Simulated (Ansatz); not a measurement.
mer-ScBr3(H2O)3 (ScBr3O3H6). The state is a singlet with charge 0. Geometry PBE0-D4/def2-SVP.

| atom | x (Å) | y (Å) | z (Å) |
| --- | --- | --- | --- |
| Br1 | -1.4338 | -1.0568 | -1.5200 |
| Br2 | 1.9413 | 1.4321 | 1.1945 |
| Br3 | 0.4501 | -2.1250 | 1.8070 |
| O4 | -0.4501 | 1.7537 | -0.7293 |
| O5 | -1.6917 | 0.1891 | 1.4949 |
| O6 | 1.6837 | -0.8467 | -1.0763 |
| Sc7 | 0.1517 | -0.1198 | 0.3133 |
| H8 | -0.7607 | 1.6029 | -1.6334 |
| H9 | 0.2579 | 2.4141 | -0.7224 |
| H10 | -1.6593 | -0.5475 | 2.1288 |
| H11 | -2.4213 | -0.0203 | 0.8895 |
| H12 | 1.4000 | -1.6670 | -1.5061 |
| H13 | 2.5323 | -1.0089 | -0.6405 |

**Question.** Estimate the orbital energies around the gap (eV) in Ansatz with PBE-D4/def2-TZVP, BLYP-D4/def2-TZVP, r2SCAN-D4/def2-TZVP, r2SCANh-D4/def2-TZVP, PBE0-D4/def2-TZVP.

**Answer.** 
| orbital | PBE-D4/def2-TZVP | BLYP-D4/def2-TZVP | r2SCAN-D4/def2-TZVP | r2SCANh-D4/def2-TZVP | PBE0-D4/def2-TZVP |
| --- | --- | --- | --- | --- | --- |
| HOMO−9 | -9.47 | -9.38 | -9.99 | -10.72 | -11.46 |
| HOMO−8 | -7.81 | -7.61 | -8.16 | -8.66 | -9.17 |
| HOMO−7 | -7.37 | -7.19 | -7.73 | -8.21 | -8.69 |
| HOMO−6 | -7.16 | -6.96 | -7.49 | -7.97 | -8.45 |
| HOMO−5 | -7.12 | -6.93 | -7.44 | -7.91 | -8.39 |
| HOMO−4 | -6.87 | -6.68 | -7.18 | -7.64 | -8.12 |
| HOMO−3 | -6.85 | -6.66 | -7.17 | -7.62 | -8.09 |
| HOMO−2 | -6.69 | -6.50 | -7.01 | -7.46 | -7.93 |
| HOMO−1 | -6.67 | -6.49 | -7.00 | -7.44 | -7.90 |
| HOMO | -6.28 | -6.09 | -6.59 | -7.03 | -7.48 |
| LUMO | -2.63 | -2.54 | -2.53 | -2.13 | -1.58 |
| LUMO+1 | -2.51 | -2.42 | -2.41 | -2.01 | -1.48 |
| LUMO+2 | -2.41 | -2.31 | -2.31 | -1.93 | -1.40 |
| LUMO+3 | -1.60 | -1.58 | -1.25 | -0.94 | -0.76 |
| LUMO+4 | -1.09 | -1.05 | -0.91 | -0.55 | -0.15 |
| LUMO+5 | -0.79 | -0.76 | -0.42 | -0.12 | 0.15 |
